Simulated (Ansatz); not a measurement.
Basis-set extrapolation for `CN[SiH2]CN` (PBE0-D4/def2-TZVP geometry, frozen core, Ansatz 0.2.0). Multiplicity 1, RHF reference.

|  | def2-TZVPP | def2-QZVPP |
| --- | --- | --- |
| HF | -479.487136 | -479.505948 |
| MP2 correlation | -0.908729 | -0.970954 |
| CCSD(T) correlation | -0.999822 | not run |

Energies in hartree. Use E(X) = E(∞) + A·exp(−7.88·√X) for Hartree–Fock and E(X) = E(∞) + B·X^(−2.97) for correlation, with X = 3 and 4, and add CCSD(T) minus MP2 of the smaller set to the MP2 limit.

**Question.** What is the CCSD(T) energy at the basis-set limit?

**Answer.** HF limit: -479.505948 + (-0.018812) × 0.13774 = -479.50854. MP2 limit: -0.970954 + (-0.062225) × 0.74074 = -1.01705. Higher-order term: -0.999822 − (-0.908729) = -0.09109. Total: -480.61668 hartree, 3.53 eV below CCSD(T)/def2-TZVPP.
